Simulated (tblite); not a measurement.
Compound: C6H7FO2.
Atom-mapped SMILES: `[CH3:1][O:2][C:3]1=[CH:4][C@@H:5]([F:6])[CH:7]=[CH:8][O:9]1` (hydrogens: H10, H11, H12 on C1; H13 on C4; H14 on C5; H15 on C7; H16 on C8)

Computed with GFN2-xTB (tblite), gas phase: Langevin dynamics at 200 K from the optimised GFN2-xTB geometry, time step 0.5 fs, friction 0.01 fs⁻¹, 2000 steps.

Start geometry:
```
atom  x, y, z in Å
C1      2.679    0.808    0.102
O2      1.874   -0.165    0.744
C3      0.557   -0.163    0.468
C4     -0.259   -1.093    0.974
C5     -1.727   -1.057    0.734
F6     -2.395   -0.671    1.923
C7     -2.052   -0.061   -0.331
C8     -1.141    0.795   -0.775
O9      0.162    0.811   -0.397
H10     3.688    0.635    0.472
H11     2.655    0.687   -0.984
H12     2.358    1.820    0.358
H13     0.142   -1.836    1.640
H14    -2.144   -2.051    0.524
H15    -3.068   -0.008   -0.683
H16    -1.337    1.558   -1.513
```

The statistics below take the 31 frames saved every 25 fs from 250 to 1000 fs; their kinetic temperature (all 3N coordinates) averages 203 K.

Question: Give the mean, spread and extremes of the bond lengths.

Answer: 
```
  bond  start (Å)  mean (Å)  standard deviation (Å)  shortest (Å)  longest (Å)
 C1–O2      1.416     1.418                   0.020         1.378        1.460
 O2–C3      1.345     1.347                   0.021         1.309        1.401
 C3=C4      1.337     1.339                   0.018         1.305        1.379
 C4–C5      1.488     1.505                   0.022         1.455        1.544
 C5–F6      1.418     1.419                   0.034         1.363        1.487
 C5–C7      1.494     1.476                   0.020         1.427        1.509
 C7=C8      1.326     1.332                   0.018         1.295        1.375
 C8–O9      1.357     1.374                   0.018         1.339        1.420
 C3–O9      1.361     1.362                   0.020         1.332        1.425
C1–H10      1.088     1.091                   0.020         1.051        1.131
C1–H11      1.093     1.100                   0.028         1.051        1.159
C1–H12      1.093     1.095                   0.017         1.058        1.131
C4–H13      1.075     1.076                   0.022         1.032        1.121
C5–H14      1.099     1.099                   0.023         1.063        1.141
C7–H15      1.076     1.080                   0.020         1.040        1.116
C8–H16      1.080     1.080                   0.030         1.034        1.145
```

Question: Give the same statistics for bond angles, one of each kind among heavy atoms.

Answer: 
```tsv
angle	start (°)	mean (°)	standard deviation (°)	smallest (°)	largest (°)
C1–O2–C3	117.5	118.2	2.7	113.4	124.1
O2–C3–C4	121.3	120.8	2.2	116.6	124.0
O2–C3–O9	114.6	114.7	2.1	110.2	119.3
C4–C3–O9	124.1	124.2	2.0	120.6	127.8
C3–C4–C5	121.6	120.9	2.0	117.4	125.0
C4–C5–F6	109.6	109.2	2.5	104.0	114.4
C4–C5–C7	110.3	110.2	1.9	107.4	115.8
F6–C5–C7	108.3	109.0	2.5	104.4	115.4
C5–C7–C8	121.3	122.2	2.3	116.1	125.6
C7–C8–O9	125.0	123.9	2.4	119.7	129.9
C3–O9–C8	116.6	116.3	2.4	111.6	120.6
```

Question: How far does each atom move about its mean position (frames aligned on the start, all atoms weighted alike), and what rms force does it feel?

Answer: 
| atom | rms displacement (Å) | rms force (eV/Å) |
| --- | --- | --- |
| C1 | 0.07 | 1.42 |
| O2 | 0.17 | 1.15 |
| C3 | 0.09 | 1.47 |
| C4 | 0.12 | 1.50 |
| C5 | 0.06 | 1.59 |
| F6 | 0.25 | 0.69 |
| C7 | 0.08 | 1.91 |
| C8 | 0.09 | 1.80 |
| O9 | 0.14 | 1.28 |
| H10 | 0.23 | 0.74 |
| H11 | 0.35 | 0.93 |
| H12 | 0.31 | 0.65 |
| H13 | 0.22 | 0.85 |
| H14 | 0.23 | 0.77 |
| H15 | 0.17 | 0.71 |
| H16 | 0.15 | 1.03 |

The displacements run from 0.06 to 0.35 Å, the largest at H11.

Question: Follow the torsion C1–O2–C3–C4 through every second one of these frames.

Answer: 
| t (fs) | C1–O2–C3–C4 (°) |
| --- | --- |
| 250 | 166 |
| 300 | -164 |
| 350 | -167 |
| 400 | -176 |
| 450 | 174 |
| 500 | 159 |
| 550 | 153 |
| 600 | 172 |
| 650 | 179 |
| 700 | -178 |
| 750 | 178 |
| 800 | 180 |
| 850 | 174 |
| 900 | 158 |
| 950 | 163 |
| 1000 | 163 |

Largest departure from the start value over all these frames: C1–O2–C3–C4 23° (start 176°).

Question: How widely does the potential energy scatter, against a harmonic estimate?

Answer: Mean 0.37 eV above the start, standard deviation 0.064 eV, range 0.24 to 0.55 eV. For 42 classical harmonic modes at 200 K the canonical values are 42kT/2 = 0.36 eV and kT·√(42/2) = 0.079 eV.

The run is classical and short, so these are rough statistics of one trajectory.

What follows is the cost of the whole dynamics run. Time: 10 s of wall time; peak memory 0.18 GiB. Hardware: one thread, INTEL XEON PLATINUM 8581C at 2.30 GHz (x86_64) (shared host).
